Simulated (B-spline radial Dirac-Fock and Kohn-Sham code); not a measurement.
Energy-loss ionisation edge N5 (4d5/2) of Sb

System: atomic antimony in the configuration [Kr] 4d10 5s2 5p3. Level of theory: the first Born approximation with generalised oscillator strengths from a Dirac-Hartree-Slater potential (longitudinal and transverse terms; continuum final states only, so no white lines or fine structure); a radial finite-basis atomic code. The edge is taken at 39.73 eV (orbital energy of the model).

Input of the calculation (task.json; shells as n, l, electrons):

```json
{"items": [{
  "Z": 51,
  "q": 0,
  "cfg": [[1, 0, 2], [2, 0, 2], [2, 1, 6], [3, 0, 2], [3, 1, 6], [3, 2, 10], [4, 0, 2], [4, 1, 6], [4, 2, 10], [5, 0, 2], [5, 1, 3]],
  "A": 121,
  "rrms": 4.6802,
  "do": "eels",
  "beams": [[80, 5], [80, 50], [80, 100], [100, 5], [100, 50], [120, 10], [120, 20], [120, 50], [120, 100], [200, 10], [200, 20], [200, 50], [200, 100], [300, 20]]
}]}
```

Launch: `python xray2_run.py task.json out`

Edge shape dσ/dE in barn per eV:

```
E − edge (eV)  80 kV, 5 mrad  80 kV, 100 mrad  120 kV, 20 mrad
            1           2630             4010             2990
            3           2990             4590             3430
            6           4620             6700             5040
           10           9580            13200            10000
           15          19100            26400            20100
           20          22600            32300            24500
           30          12300            19400            14500
           40           4780             8560             6240
           50           1750             3800             2640
           65            422             1440              887
           80            124              778              414
          100           54.9              520              241
          125           53.7              413              179
          150           55.0              350              146
          200           44.1              249             98.2
          250           30.5              177             66.0
          300           20.3              128             45.1
```

For the first setting the maximum lies 20 eV above the edge. The intensity 300 eV above the edge is 0.090 % of the maximum.
